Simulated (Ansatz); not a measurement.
Species: ethoxy(difluoro)borane, C2H5BF2O, net charge 0, singlet state. SMILES: CCOB(F)F
Geometry from a B3LYP-D3(BJ)/def2-TZVP (Ansatz, a first-principles code) optimisation:
```
C
H 1 1.0897
H 1 1.0915 2 108.42
O 1 1.4385 2 105.71 3 -117.54
B 4 1.3392 1 122.40 2 146.61
F 5 1.3262 4 119.60 1 178.76
F 5 1.3350 6 117.54 4 -179.85
C 1 1.5143 2 111.06 3 122.30
H 8 1.0905 1 110.63 2 60.59
H 8 1.0913 9 108.64 1 -121.96
H 8 1.0918 9 108.48 10 -117.34
```
Charge 0, spin multiplicity 1.

PBE beside other levels, property by property. Correlated levels leave the core frozen unless marked. Open shells are spin-unrestricted. No spin-orbit coupling. Non-relativistic. CBS(X,Y): correlation extrapolated as X^-3; Hartree-Fock from the larger set. The bracket is a focal-point correction in the basis named. Atomisation energies are electronic, to ground-state atoms; the column to compare with has the core term from cc-pwCVTZ added, other frozen-core levels have none. Vertical energies are electronic, to the SCF solution reached for that spin. The coupled-cluster column (Ansatz) is a level with limits of its own: (a) RI-MP2/CBS(aug-cc-pVTZ,aug-cc-pVQZ)+[CCSD(T)-MP2]/aug-cc-pVTZ; (b) CCSD(T)/CBS(aug-cc-pVTZ,aug-cc-pVQZ).

```json
[
 {"property": "atomisation energy (kcal/mol)", "r2SCAN/def2-TZVPD (Ansatz)": "1140.4", "B3LYP-D3(BJ)/def2-TZVPD (Ansatz + dftd3)": "1134.5", "PBE0/def2-TZVPD (Ansatz)": "1134.8", "coupled cluster": "1141.5 (b)"},
 {"property": "vertical ionisation energy to the doublet (eV)", "r2SCAN/def2-TZVPD (Ansatz)": "11.41", "B3LYP-D3(BJ)/def2-TZVPD (Ansatz + dftd3)": "11.64", "PBE0/def2-TZVPD (Ansatz)": "11.62", "coupled cluster": "12.10 (a)"}
]
```

**Question.** What does PBE/def2-TZVPD (Ansatz) give for each property, and on which side of coupled cluster does it fall?

**Answer.** 
- atomisation energy: PBE lies 15.9 kcal/mol above coupled cluster; PBE gives 1157.4 kcal/mol.
- vertical ionisation energy to the doublet: PBE lies 0.84 eV below coupled cluster; PBE gives 11.26 eV.
